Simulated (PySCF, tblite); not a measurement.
Isomers of C6H5N2P. Computed with GFN2-xTB (tblite): harmonic, unscaled wavenumbers at the GFN2-xTB geometry, gas phase. Against measured fundamentals such values can be off by several per cent, at times by over 20. One conformer each.

Electronic energies: PBE0/pcSseg-1 single points on the GFN2-xTB geometries (PySCF, gas phase).

| SMILES | electronic energy, lowest = 0 (kJ/mol) |
| --- | --- |
| Cc1cpcc(C#N)n1 | 0.0 |
| Cc1cpcnc1C#N | 11.9 |
| Cc1pccnc1C#N | 7.2 |

Task: How do GFN2-xTB zero-point energies change the relative energies?

Result: 
```csv
SMILES,ZPE (kJ/mol),of it from modes above 1550 cm⁻¹,electronic (kJ/mol),"with ZPE, lowest = 0 (kJ/mol)",lowest mode (cm⁻¹),rings
Cc1cpcc(C#N)n1,250.1,105.2,0.0,0.0,57,1
Cc1pccnc1C#N,250.5,104.5,7.2,7.6,77,1
Cc1cpcnc1C#N,250.6,104.5,11.9,12.4,73,1
```

The zero-point energies span 0.5 kJ/mol, from `Cc1cpcc(C#N)n1` to `Cc1cpcnc1C#N`. The order is unchanged.

Task: And how do the electronic energies of GFN2-xTB itself compare?

Result: `Cc1cpcc(C#N)n1` 0.0; `Cc1pccnc1C#N` 8.8; `Cc1cpcnc1C#N` 3.5 kJ/mol, lowest = 0. Against the energies above, taken from the same isomer `Cc1cpcc(C#N)n1`, the largest difference is 8.4 kJ/mol.

Task: What do entropy and thermal enthalpy add at 298.15 K and 1 bar (rigid rotor, harmonic oscillator, one conformer each)?

Result: 
```json
{"SMILES": "Cc1cpcc(C#N)n1", "point group": "Cs", "symmetry number": "1", "S (J/(mol K))": "389.6", "H − H(0) (kJ/mol)": "25.40", "ZPE + H − H(0) − TS (kJ/mol)": "159.4"}
{"SMILES": "Cc1pccnc1C#N", "point group": "Cs", "symmetry number": "1", "S (J/(mol K))": "384.8", "H − H(0) (kJ/mol)": "25.22", "ZPE + H − H(0) − TS (kJ/mol)": "161.0"}
{"SMILES": "Cc1cpcnc1C#N", "point group": "Cs", "symmetry number": "1", "S (J/(mol K))": "385.8", "H − H(0) (kJ/mol)": "25.16", "ZPE + H − H(0) − TS (kJ/mol)": "160.8"}
```
